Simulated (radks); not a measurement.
Values are calculated unless marked as measured or tabulated.
Removal energies from the molybdenum ion Mo11+, [Ar] 3d10 4s2 4p1, by Delta-SCF beside the eigenvalue of the level emptied. Level of theory: scalar-relativistic Kohn-Sham, PBEsol, spin-polarised, spherical densities, finite nucleus; Fermi nuclear charge, rms radius of each element as measured or else 0.836 A^(1/3) + 0.57 fm (a radial shooting solver on a logarithmic mesh with Libxc functionals). Open shells are filled with parallel spins first.

removed from,final configuration,Delta-SCF (eV),-eigenvalue (eV)
4p,[Ar] 3d10 4s2,228.69,218.65
4s,[Ar] 3d10 4s1 4p1,256.78,246.63
3d,[Ar] 3d9 4s2 4p1,454.88,431.15
3p,[Ne] 3s2 3p5 3d10 4s2 4p1,611.53,588.86
